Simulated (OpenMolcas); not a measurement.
neutral vanadium: effect of the active space

```yaml
Program: OpenMolcas
Method: CASSCF
Basis: ANO-RCC-MB
Scalar_Hamiltonian: DKH2, point nucleus
Spin-orbit_coupling: RASSI with atomic mean-field integrals over the reference wave functions, term energies averaged over their components
```

A. 3 electrons in 5 orbitals (3d); 2S+1 = 4 even, 10 roots; 2S+1 = 2 even, 40 roots; cost of the order of 20 core-seconds
B. 5 electrons in 6 orbitals (3d 4s); 2S+1 = 4 even, 50 roots; 2S+1 = 6 even, 5 roots kept (CI in the orbitals of an earlier block); 2S+1 = 2 even, 93 roots kept (CI in the orbitals of an earlier block); cost about 2.5 core-minutes

Energies in cm-1 above 3d3 4s2 4F 3/2, the measured ground level; measured values from NIST Handbook of Basic Atomic Spectroscopic Data.

```tsv
Level	A	B	Measured
3d3 4s2 4F 3/2	0.0	0.0	0.0
3d3 4s2 4F 5/2	131	130	137
3d3 4s2 4F 7/2	312	310	323
3d3 4s2 4F 9/2	539	536	553
3d3 4s2 2G 7/2	12853	12703	
3d3 4s2 4P 1/2	12885	11986	9545
3d3 4s2 4P 3/2	12948	12071	9637
3d3 4s2 2G 9/2	13050	12896	
3d3 4s2 4P 5/2	13095	12244	9825
3d3 4s2 2P 1/2	17111	16614	
3d3 4s2 2H 9/2	17128	16982	
3d3 4s2 2P 3/2	17203	16729	
3d3 4s2 2H 11/2	17282	17134
```

B puts 3d4 4s 6D 1/2 lowest.

Deviations, from unrounded energies. A percentage is the sum of absolute deviations over the sum of measured energies, with the sign that they share, or ± where signs differ.

| Against measurement | Levels | A | B |
| --- | --- | --- | --- |
| mean absolute deviation (cm-1) | 6 | 1700 | 1200 |
| fine structure of the ground term (%) | 3 | -3.2 | -3.8 |
| other terms of the ground configuration (%) | 3 | +34.2 | +25.1 |

B lies closest to measurement on these levels. The largest miss of B in the table is 3d3 4s2 4P 1/2, by +2400 cm-1. The ranking rests on the paired levels alone, and a cruder setting can come out closer through cancelling errors.

The spin-orbit steps hold different terms of 3d3 4s2 (B lacks a 2D), which shifts levels as well.

Between A and B the level of the table that moves most is 3d3 4s2 4P 1/2, by 900 cm-1 (lowest in B, highest in A).

Without dynamic correlation excited terms often stand tens of per cent too high (terms of higher spin than the ground term too low), and those without a measured partner can miss by more than the paired ones. With the s shell closed, the reference lacks s² → p², s² → d² and s → d mixing, so excited terms can stand far too high and out of order, with CASPT2 too (holds for A). Terms from blocks run as CI alone lack orbitals of their own (holds for B). The lowest computed level is not the ground level that NIST lists (4F3/2) (holds for B). Measured partners are found by configuration, term and J. A level has none where our copy of the source lacks it or the pairing is in doubt (some pairs that miss far off the trend of their configuration count as doubtful), and it then counts in no deviation. Only configurations of the active space appear. Levels that lie high or do not pair safely by name in every column are left out.
